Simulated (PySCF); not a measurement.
Several compounds and their computed core spectra got separated.

Method: PySCF, delta-SCF UKS SCAN, pcX-2 on the ionised atom, pcseg-1 elsewhere, spin-free X2C. Geometries: PBE0-D3(BJ)/def2-SVP; isolated species, one conformer each.

Line lists (1s up to Mg, 2p3/2 beyond, nothing for Al or Se; areas count atoms within a level, one atom standing for each set equivalent by bonding):
1. C 1s: 290.31 (area 1), 290.73 (area 1), 291.57 (area 1), 292.27 (area 1) eV; N 1s: 404.99 eV
2. C 1s: 290.44 (area 2), 290.54 (area 2), 291.61 (area 2) eV; N 1s: 404.69 eV
3. C 1s: 292.39 (area 2), 292.64 (area 1), 295.97 (area 1) eV; N 1s: 406.85 eV; F 1s: 693.57 eV

Structures:
A. `C#CCNC`
B. `C[N+](C)([AlH3-])CC(F)F`
C. `c1cc2c(n[se]n2)cc1`

**Question.** Which list belongs to which compound?

**Answer.** 
- 1 = A: no other candidate has these counts of sites. C 1s: 290.31 terminal alkyne carbon, 290.73 alkyne carbon, 291.57 N-methyl carbon, 292.27 sp3 carbon bound to nitrogen; N 1s: 404.99 secondary amine nitrogen.
- 2 = C: no other candidate has these counts of sites. C 1s: 290.44 aromatic CH carbon (×2), 290.54 aromatic CH carbon (×2), 291.61 ring-fusion aromatic carbon (×2); N 1s: 404.69 pyridine-type nitrogen (×2).
- 3 = B: no other candidate has this set of levels. C 1s: 292.39 N-methyl carbon (×2), 292.64 sp3 carbon bound to nitrogen, 295.97 CHF2 carbon; N 1s: 406.85 nitrogen bonded to Al and 3 C; F 1s: 693.57 fluorine of a CF2 group (×2).

3 of these hole states are spin-contaminated (⟨S²⟩ up to 0.87, against 0.75; counted from 0.85) and less certain.
